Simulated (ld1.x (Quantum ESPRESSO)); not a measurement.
## Tl (Z = 81), TM semilocal: configuration errors across variants

Tl (Z = 81), norm-conserving Troullier–Martins (semilocal form), made with ld1.x (Quantum ESPRESSO) 7.5 (PBE, scalar-relativistic). Core [Xe], reference 4f14 5d10 6s2 6p1. Waves: 6s (bound): rc 2.25 bohr; 5d (bound): rc 2.05 bohr; 4f (bound): rc 0.85 bohr; 6p (bound): rc 2.35 bohr. Local part: the p channel. Core correction: Bessel-smoothed model core, default radius (core density twice the valence density).

All-electron excitation energies from the reference (eV): (1) 4f14 5d10 6s2 6p0 5.167; (2) 4f14 5d10 6s1 6p0 25.947; (3) 4f14 5d10 6s0 6p0 56.087; (4) 4f14 5d9 6s2 6p2 14.716; (5) 4f14 5d10 6s2 6p0.5 1.853; (6) 4f14 5d10 6s1 6p2 7.403; (7) 4f14 5d10 6s1 6p1 13.444.

A semilocal file is local in each channel, so a ghost entry of none says nothing of the separable form that plane-wave codes build from it.

Errors AE − PS in meV (a dash: test not solved or not reliable):

| change | (1) | (2) | (3) | (4) | (5) | (6) | (7) | bound ghosts |
| --- | --- | --- | --- | --- | --- | --- | --- | --- |
| base | -4.5 | -26 | -82 | -88 | -1.0 | -4.7 | -6.7 | not determined |
| wave 5d (bound): rc 2.05 bohr becomes 5d (bound): rc 1.50 bohr | -4.6 | -26 | -83 | -90 | -1.1 | -4.8 | -6.8 | not determined |
| wave 5d (bound): rc 2.05 bohr becomes 5d (bound): rc 1.70 bohr | -4.6 | -26 | -83 | -89 | -1.1 | -4.8 | -6.9 | not determined |
| wave 5d (bound): rc 2.05 bohr becomes 5d (bound): rc 1.94 bohr | -4.6 | -26 | -83 | -89 | -1.1 | -4.8 | -6.8 | not determined |
| wave 5d (bound): rc 2.05 bohr becomes 5d (bound): rc 2.06 bohr | -4.5 | -26 | -83 | -88 | -1.1 | -4.8 | -6.6 | not determined |
| wave 5d (bound): rc 2.05 bohr becomes 5d (bound): rc 2.28 bohr | -4.4 | -26 | -88 | -80 | -1.1 | -5.1 | -6.9 | not determined |
| wave 5d (bound): rc 2.05 bohr becomes 5d (bound): rc 2.50 bohr | -4.4 | -28 | -101 | -67 | -1.0 | -5.7 | -7.8 | not determined |
| wave 5d (bound): rc 2.05 bohr becomes 5d (bound): rc 2.66 bohr | -4.6 | -34 | -129 | -43 | -1.1 | -6.8 | -9.7 | not determined |
| wave 5d (bound): rc 2.05 bohr becomes 5d (bound): rc 2.94 bohr | -5.7 | -51 | -198 | +12 | -1.3 | -9.3 | -14 | not determined |
| wave 5d (bound): rc 2.05 bohr becomes 5d (bound): rc 3.08 bohr | -6.8 | -65 | -246 | +50 | -1.4 | -11 | -18 | not determined |

Question: Give the same row for: wave 5d (bound): rc 2.05 bohr becomes 5d (bound): rc 1.32 bohr.

Answer: -4.6, -26, -82, -90, -1.1, -4.8, -6.7; bound ghosts: not determined.
